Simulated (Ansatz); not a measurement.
H$_{2}$InS$_{2}$ (`[SH][In][SH]`) radical, relaxed with UKS PBE0-D4/def2-TZVP in Ansatz 0.2.0 from a GFN2-xTB geometry. The force threshold is 0.005 eV/Å; the program also tests the step.

Total charge 0; spin multiplicity 2. In takes the def2 core potential.

Start:

```xyz
5

S     0.616    1.482   -0.756
In   -0.247    0.090    1.211
S    -0.532   -2.336    0.479
H     0.477    2.665   -0.177
H    -0.315   -1.900   -0.757
```

| step | energy (eV) | largest force (eV/Å) | largest move (Å) |
| --- | --- | --- | --- |
| 1 | -26871.7471 | 0.978 | 0.000 |
| 2 | -26871.8375 | 0.867 | 0.192 |
| 3 | -26871.8700 | 0.314 | 0.117 |
| 4 | -26871.8862 | 0.089 | 0.084 |
| 5 | -26871.8876 | 0.052 | 0.024 |
| 6 | -26871.8882 | 0.004 | 0.020 |
| 7 | -26871.8882 | 0.005 | 0.006 |
| 8 | -26871.8882 | 0.000 | 0.003 |

End:

```xyz
5

S     0.494    1.518   -0.794
In   -0.215    0.112    1.059
S    -0.578   -2.231    0.533
H     0.548    2.629   -0.042
H    -0.248   -2.028   -0.756
```

Hardware: 2 threads of an AMD EPYC 7R13 on a shared host. Wall time 37 s, peak host memory 0.5 GiB.
